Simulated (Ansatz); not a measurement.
```yaml
crystal:
  periodic: [false, false, false]
  atoms:
    - {symbol: Ag, position_ang: [-0.826827, -1.856251, 0.370347]}
    - {symbol: Ag, position_ang: [-0.504593, 2.635186, 0.577703]}
    - {symbol: Ag, position_ang: [2.107648, 1.533823, 0.868562]}
    - {symbol: Ag, position_ang: [1.060770, -1.668429, -1.907078]}
    - {symbol: Ag, position_ang: [1.843713, -1.247315, 0.794507]}
    - {symbol: Ag, position_ang: [-1.566300, -0.587232, -2.180969]}
    - {symbol: Ag, position_ang: [-2.285724, 0.495807, 0.343450]}
    - {symbol: Cu, position_ang: [0.248313, 0.426846, -0.634721]}
    - {symbol: Cu, position_ang: [-0.076988, 0.267554, 1.768189]}
basis:
  gaussian: {orbitals: def2-TZVP, initial_orbitals: start.molden}
magnetization: {spin_polarized: true, initial_magnetization: 1}
hamiltonian: {xc: pbe0, dispersion: d4}
scf: {omitted_lower_state_checks: [starts]}
output: {orbitals: {seedname: orbitals}}
```

The file start.molden holds the orbitals of an earlier run on this structure, at another level or in another basis.

```sh
$ ansatz run in.yaml --threads 6 --pin off --events-out ev --progress --plain --max-ram 7833MiB
```

**Question.** Does this run fit into the memory that it is given?

**Answer.** No. It has 370 basis functions, and Ansatz plans for 8.38 GiB where 7.64 GiB are given.
